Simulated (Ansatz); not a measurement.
A nudged elastic band was laid between two geometries of GeH5OSb (8 atoms, charge 0, multiplicity 1).

Level of theory: RKS B3LYP-D4/def2-SVP (Ansatz).

```yaml
movable_images: 7
climbing_image: yes
spring: 5.0 eV/Å²
optimiser: quadratic models (default)
start_path: through a guess of the saddle point
force_threshold: 0.03 eV/Å
iteration_limit: 60
end_points: relaxed
```

First end point:

```xyz
8
Properties=species:S:1:pos:R:3
O -1.908 0.587 -0.538
Ge -0.223 0.708 0.080
Sb 1.109 -1.534 -0.459
H -1.948 0.494 -1.499
H 0.496 1.912 -0.587
H -0.417 0.970 1.585
H 0.501 -2.272 0.974
H 2.481 -0.921 0.389
```

Last end point:

```xyz
8
Properties=species:S:1:pos:R:3
O -1.601 0.406 -0.641
Ge -0.173 0.874 0.342
Sb 1.576 -1.111 0.621
H -1.351 -0.046 -1.458
H 0.537 2.097 -0.298
H -0.781 1.277 1.700
H 0.282 -2.238 0.770
H 1.604 -1.317 -1.092
```

(1) What changes between the two ends?

(2) What energy profile does the band end with?

(3) What is the geometry of the highest image?

Results:

(1) No bond is made or broken. The height of Sb3 over the plane of its neighbours goes from -1.09 to 1.10 Å.

(2) It converged. The highest image is number 3 of 0 to 8, 1.55 eV above the first end and 1.57 eV above the last; the last end lies 0.02 eV below the first. Neighbouring images differ by up to 1.3 eV, so the band resolves the path poorly. A vibrational analysis at the climbing image gives one clearly imaginary mode, 725i cm⁻¹: a first-order saddle point.

| image | path coordinate (Å) | energy (eV) | height of Sb3 over the plane of its neighbours (Å) |
| --- | --- | --- | --- |
| 0 | 0.00 | 0.00 | -1.09 |
| 1 | 0.71 | 0.01 | -1.07 |
| 2 | 1.41 | 0.30 | -0.77 |
| 3 | 2.12 | 1.55 | -0.01 |
| 4 | 2.52 | 0.89 | 0.45 |
| 5 | 2.92 | 0.22 | 0.84 |
| 6 | 3.32 | 0.04 | 1.01 |
| 7 | 3.73 | -0.01 | 1.08 |
| 8 | 4.13 | -0.02 | 1.10 |

(3) 
```xyz
8
Properties=species:S:1:pos:R:3:forces:R:3
O -1.846 0.768 -0.713 0.00 0.00 0.00
Ge -0.349 0.920 0.249 0.00 0.00 0.00
Sb 1.042 -1.221 0.224 0.00 0.00 0.00
H -1.698 0.292 -1.543 0.00 0.00 0.00
H 0.627 1.957 -0.341 0.00 0.00 0.00
H -0.862 1.236 1.658 0.00 0.00 0.00
H 0.672 -2.663 0.991 0.00 0.00 0.00
H 2.505 -1.346 -0.581 0.00 0.00 0.00
```

Time of the run: 5.4 min on 2 threads of Intel(R) Xeon(R) Platinum 8488C (Sapphire Rapids), on a shared host, peak memory 0.28 GiB.
